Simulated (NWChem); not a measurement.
The numbers come from NWChem runs, not from measurements. System: Ga2, charge 0, spin multiplicity 3, at a geometry optimised with UPBE0/def2-SVP. The structure started from a generated list of species. Its SCF solution wasn't tested for a lower state. Level: UMP2/def2-QZVP, 18 core orbitals frozen.

Input file:

```
start mol
memory heap 200 mb stack 900 mb global 1100 mb
geometry units angstroms nocenter noautoz
  Ga     0.000000     0.000000     1.222654
  Ga     0.000000     0.000000    -1.222654
  symmetry group D2h
end
basis spherical
  * library def2-qzvp
end
scf
  uhf
  nopen 2
  maxiter 100
  thresh 1e-7
  semidirect memsize 60000000 filesize 0
  # guess.movecs holds the orbitals of an unrestricted PBE0 run
  vectors input guess.movecs output mol.movecs
end
mp2
  freeze core 18
end
task mp2 energy
```

Part of the output:

```
             Northwest Computational Chemistry Package (NWChem) 7.3.0
             --------------------------------------------------------

                                NWChem Input Module
                                -------------------

 Scaling coordinates for geometry "geometry" by  1.889725989
 (inverse scale =  0.529177249)

 Turning off AUTOSYM since
 SYMMETRY directive was detected!

                             Geometry "geometry" -> ""
                             -------------------------

 Output coordinates in angstroms (scale by  1.889725989 to convert to a.u.)

  No.       Tag          Charge          X              Y              Z
 ---- ---------------- ---------- -------------- -------------- --------------
    1 Ga                  31.0000     0.00000000     0.00000000     1.22265400
    2 Ga                  31.0000     0.00000000     0.00000000    -1.22265400

 Effective nuclear repulsion energy (a.u.)     207.9653509041

            Nuclear Dipole moment (a.u.)
            ----------------------------
        X                 Y               Z
 ---------------- ---------------- ----------------
     0.0000000000     0.0000000000     0.0000000000

      Symmetry information
      --------------------

 Group name             D2h
 Group number             26
 Group order               8
 No. of unique centers     1

      Symmetry unique atoms

     1


 Summary of "ao basis" -> "" (spherical)
 ------------------------------------------------------------------------------
       Tag                 Description            Shells   Functions and Types
 ---------------- ------------------------------  ------  ---------------------
 *                         def2-qzvp                  on all atoms

 Summary of "ao basis" -> "ao basis" (spherical)
 ------------------------------------------------------------------------------
       Tag                 Description            Shells   Functions and Types
 ---------------- ------------------------------  ------  ---------------------
 Ga                        def2-qzvp                25       75   11s7p4d2f1g
[...]
  AO/Fock/Back tols     =   1.0D-09  1.0D-09  1.0D-09

 GA uses MA = F    GA memory limited = T

 Available:
  local mem=  1.26D+08
 global mem=  1.44D+08
 local disk=  0.00D+00
  mp2_memr nvloc                   118
  nvloc new                   118
   1 passes of  14:        7340032                     182388                  61542472.
   1 passes of  14: M    126148039           G      144134200           F     118808007.

 Semi-direct pass number   1 of   1  for UHF alpha       at        7.4s
  vrange nnbf                 10950
  mp2_eaftype                   234  avail_ma_in_mb                  1099
 EAF : mp2_eaftype filesize         234   30771236.
  mp2_eaf for mointskh                    234
Node 0 wrote    144.7 Mb in      0.1 s     Agg I/O rate:  2569.6 Mb/s
 Done moints_semi at       26.1s
  mp2_eaftype                   234  avail_ma_in_mb                   865
 EAF : mp2_eaftype filesize         234   30771236.
  mp2_eaf for kh                   234
 Done maket at       26.5s
 Done multipass loop at       26.5s

 GA uses MA = F    GA memory limited = T

 Available:
  local mem=  1.26D+08
 global mem=  1.44D+08
 local disk=  0.00D+00
  mp2_memr nvloc                   120
  nvloc new                   120
   1 passes of  12:        7340032                     164872                  53649712.
   1 passes of  12: M    126148039           G      144134200           F     118808007.

 Semi-direct pass number   1 of   1  for UHF beta        at       26.6s
  vrange nnbf                 10950
  mp2_eaftype                   204  avail_ma_in_mb                  1099
 EAF : mp2_eaftype filesize         204   26824856.
  mp2_eaf for mointskh                    204
Node 0 wrote    126.1 Mb in      0.0 s     Agg I/O rate:  4101.6 Mb/s
 Done moints_semi at       44.8s
  mp2_eaftype                   204  avail_ma_in_mb                   895
 EAF : mp2_eaftype filesize         204   26824856.
  mp2_eaf for kh                   204
 Done maket at       45.1s
 Done multipass loop at       45.1s

          -------------------------------------------
          SCF energy               -3846.538693442815
          Correlation energy          -0.498929401742
          Singlet pairs                0.000000000000
          Triplet pairs                0.000000000000
          Total MP2 energy         -3847.037622844557
          -------------------------------------------

          ---------------------------------------------------
                    Spin Component Scaled (SCS) MP2
          Same spin pairs                     -0.167136339357
          Same spin scaling factor             0.333333333333
          Opposite spin pairs                 -0.331793062384
          Opposite spin scaling fact.          1.200000000000
          SCS-MP2 correlation energy          -0.453863787980
          Total SCS-MP2 energy             -3846.992557230795
          ---------------------------------------------------

 -----------------------
 Performance information
 -----------------------

 Timer overhead =  1.45D-07 seconds/call

               Nr. of calls         CPU time (s)                 Wall time (s)                GFlops
             ---------------    -------------------     ------------------------------   -------------------
Name         Min   Avg   Max    Min     Avg     Max     Min     Avg     Max   Mx/calls   Min     Max     Sum
mp2: moin     2     2     2    37.     37.     37.      37.     37.     37.     18.      0.0     0.0     0.0
mp2: make     2     2     2   0.70    0.70    0.70     0.70    0.70    0.70    0.35      0.0     0.0     0.0
mp2: tota     1     1     1    38.     38.     38.      38.     38.     38.     38.      0.0     0.0     0.0

 The average no. of pstat calls per process was 5.00D+00
 with a timing overhead of 7.27D-07s

 Task  times  cpu:       45.1s     wall:       45.1s

 Total times  cpu:       45.1s     wall:       45.1s
```
